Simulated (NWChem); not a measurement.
System: C$_{3}$H$_{5}$FSi; SMILES FC=C=C[SiH3]

Results from NWChem. Medium grid unless said otherwise, to which SCAN and Minnesota functionals are sensitive. Coordinates come from a B3LYP/6-31G* (spherical d) optimisation. Hybrids' shares of exact exchange are those that their runs print; pure functionals count as 0. The functionals differ in more than this share.

```csv
row,share of exact exchange,highest occupied level (eV)
PBE/def2-SVP,0.00,-5.93
r2SCAN/def2-SVP,0.00,-6.24
TPSSh/def2-SVP,0.10,withheld
B3LYP/def2-SVP,0.20,-6.97
PW6B95/def2-SVP,0.28,-7.33
```

**Question.** Fit a straight line of the last column on the one before it, predict the withheld value, and compare with the run.

**Answer.** 
1. Means of the 4 shown rows: x = 0.120, y = -6.617. Slope Σ(x − x̄)(y − ȳ)/Σ(x − x̄)² = -0.2700/0.06080 = -4.441; intercept -6.085.
2. The shown rows scatter about the line by 0.110 (root mean square); the largest residual is +0.16, at PBE/def2-SVP.
3. At x = 0.10 (TPSSh/def2-SVP; inside the shown range) the line gives -6.53.
4. The run gives -6.53, 0.00 from the line, 0.0 times the scatter.
